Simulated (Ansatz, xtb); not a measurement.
**Two isomers of C4H6OSSi**

Structure X is `O[Si@@H]1C=CC=C1S`, a singlet and structure Y is `OC1=C[Si@@H](S)C=C1`, a singlet. Both are isolated molecules in the gas phase, relaxed with r2SCAN-D4/def2-SVP; the shapes shown needn't be the lowest conformers.

X (Å):

```yaml
atoms:
  - { symbol: C, position_ang: [-0.6614, -0.6937, -1.7770] }
  - { symbol: C, position_ang: [-1.1741, -1.3087, -0.6783] }
  - { symbol: C, position_ang: [-0.8363, -0.7752, 0.6570] }
  - { symbol: C, position_ang: [-0.0052, 0.3043, 0.6660] }
  - { symbol: O, position_ang: [0.1912, 2.2335, -1.6208] }
  - { symbol: S, position_ang: [0.5412, 1.1234, 2.1028] }
  - { symbol: Si, position_ang: [0.4550, 0.6563, -1.1440] }
  - { symbol: H, position_ang: [-0.7257, 2.5335, -1.5899] }
  - { symbol: H, position_ang: [1.9083, 0.4462, -1.3805] }
  - { symbol: H, position_ang: [-0.8677, -1.0484, -2.7894] }
  - { symbol: H, position_ang: [-1.8304, -2.1871, -0.7388] }
  - { symbol: H, position_ang: [-1.2552, -1.2422, 1.5563] }
  - { symbol: H, position_ang: [1.1892, 2.1337, 1.4792] }
```

Y (Å):

```json
{"atom": "C", "x (Å)": "-0.6863", "y (Å)": "1.0987", "z (Å)": "0.3184"}
{"atom": "C", "x (Å)": "-1.3956", "y (Å)": "-0.0507", "z (Å)": "0.1599"}
{"atom": "C", "x (Å)": "1.1728", "y (Å)": "-0.0356", "z (Å)": "-0.7319"}
{"atom": "C", "x (Å)": "0.7229", "y (Å)": "1.1065", "z (Å)": "-0.1720"}
{"atom": "O", "x (Å)": "-1.1861", "y (Å)": "2.2167", "z (Å)": "0.8843"}
{"atom": "S", "x (Å)": "-0.8825", "y (Å)": "-2.0603", "z (Å)": "-2.5488"}
{"atom": "Si", "x (Å)": "-0.2567", "y (Å)": "-1.2661", "z (Å)": "-0.6459"}
{"atom": "H", "x (Å)": "-0.5066", "y (Å)": "2.9048", "z (Å)": "0.8864"}
{"atom": "H", "x (Å)": "-2.4327", "y (Å)": "-0.1351", "z (Å)": "0.4886"}
{"atom": "H", "x (Å)": "0.0844", "y (Å)": "-2.4906", "z (Å)": "0.1350"}
{"atom": "H", "x (Å)": "-1.2302", "y (Å)": "-0.8516", "z (Å)": "-3.0466"}
{"atom": "H", "x (Å)": "2.1862", "y (Å)": "-0.1383", "z (Å)": "-1.1278"}
{"atom": "H", "x (Å)": "1.3239", "y (Å)": "2.0220", "z (Å)": "-0.0607"}
```

Energies in hartree; the thermal terms are from GFN2-xTB frequencies at re-optimised GFN2-xTB minima (ideal gas, soft modes damped towards free rotors, one conformer each, 298.15 K, 1 atm) and include the zero-point energy:

```
                              X           Y
E, CCSD(T)/def2-SVP  −916.930982  −916.918731
    E, MP2/def2-SVP  −916.836807  −916.822722
  E, MP2/def2-TZVPP  −917.583452  −917.563686
  zero-point energy     0.084563     0.084940
       H(298 K) − E     0.093987     0.094328
       G(298 K) − E     0.051569     0.051616
```

Problem. Correct the CCSD(T) difference for the basis set by the MP2 change, then work out ΔE, ΔE₀, ΔH and ΔG for X → Y in kJ/mol (1 Eh = 2625.50 kJ/mol) and the equilibrium ratio [Y]/[X].

Solution. 1. Differences Y − X: CCSD(T) +0.012251, MP2 in the small set +0.014085, MP2 in the large set +0.019766 Eh.
2. ΔE = +0.012251 + (+0.019766 − (+0.014085)) = +0.017932 Eh = +47.08 kJ/mol.
3. ΔE₀ = ΔE + ΔZPE = +0.017932 + (+0.000377) Eh = +48.07 kJ/mol.
4. ΔH = ΔE + (+0.000341) Eh = +47.98 kJ/mol.
5. ΔG = ΔE + (+0.000047) Eh = +47.20 kJ/mol, so ΔS = (ΔH − ΔG)/T = +2.6 J/(mol K).
6. kT = 0.9442 mEh, so K = [Y]/[X] = exp(−ΔG/kT) = exp(−19.04) ≈ 5.4 × 10^−9.

Structure X is favoured at this temperature. An error of 4 kJ/mol in ΔG would change K by a factor of 5. The basis-set step is large, which makes the value less sure. HF/STO-3G gave ΔE the other sign. Mirror images and further conformers aren't counted.

As drawn, Y has 1 C–O, 1 S–Si in place of 1 O–Si, 1 C–S.

Other levels gave ΔE = +48.5 (GFN2-xTB); −21.7 (HF/STO-3G, GFN2-xTB geometries); +18.0 (r2SCAN-D4/def2-SVP//GFN2-xTB); +22.9 (r2SCAN-D4/def2-SVP); +24.6 (HF/def2-SVP); +37.0 (MP2/def2-SVP); +32.2 (CCSD(T)/def2-SVP) kJ/mol. The correlated steps freeze 15 core orbitals. Programs: Ansatz 0.2.0, xtb 6.7.1.
